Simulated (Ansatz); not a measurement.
One change: `[Br][Al]([Br])[Br]` becomes `[NH2][Al]([Br])[Br]`.

Ansatz, PBE0-D4/def2-TZVP geometries, multiplicity 1. Each molecule was computed in one conformer, which needn't be the lowest.

Scalar relativity is left out up to krypton.

| property | `[Br][Al]([Br])[Br]` |
| --- | --- |
| HOMO–LUMO gap (PBE/def2-TZVPP) / eV | 4.99 |
| HOMO–LUMO gap (B3LYP/def2-TZVPP) / eV | 6.56 |
| HOMO energy (ωB97M-V/def2-TZVPP) / eV | -10.82 |
| HOMO energy (PBE/def2-TZVPP) / eV | -7.36 |
| LUMO energy (ωB97M-V/def2-TZVPP) / eV | 0.19 |
| ideal-gas entropy at 298 K and 1 bar (rigid rotor, harmonic PBE0-D4/def2-TZVP) / J/(mol·K) | 349 |

(1) What does the change do to each property? (Best estimate.)

Results:

(1) The calculation gave: 
| property | `[NH2][Al]([Br])[Br]` | shift |
| --- | --- | --- |
| HOMO–LUMO gap (PBE/def2-TZVPP) / eV | 4.95 | -0.04 |
| HOMO–LUMO gap (B3LYP/def2-TZVPP) / eV | 6.67 | 0.11 |
| HOMO energy (ωB97M-V/def2-TZVPP) / eV | -10.37 | 0.45 |
| HOMO energy (PBE/def2-TZVPP) / eV | -6.59 | 0.77 |
| LUMO energy (ωB97M-V/def2-TZVPP) / eV | 0.86 | 0.67 |
| ideal-gas entropy at 298 K and 1 bar (rigid rotor, harmonic PBE0-D4/def2-TZVP) / J/(mol·K) | 346 | -3 |

With PBE0 the HOMO rises by 0.64 eV and the LUMO rises by 0.75 eV, so the gap widens by about 0.11 eV. PBE moves the HOMO by 0.77 eV and ωB97M-V by 0.45 eV. The zero-point energy changes by 64.9 kJ/mol with +6 modes.

B3LYP here is the variant with VWN-RPA as its local correlation; programs differ in this.

Spin–orbit coupling is left out; it splits and shifts lone-pair levels of the heavy atoms by tenths of an eV.
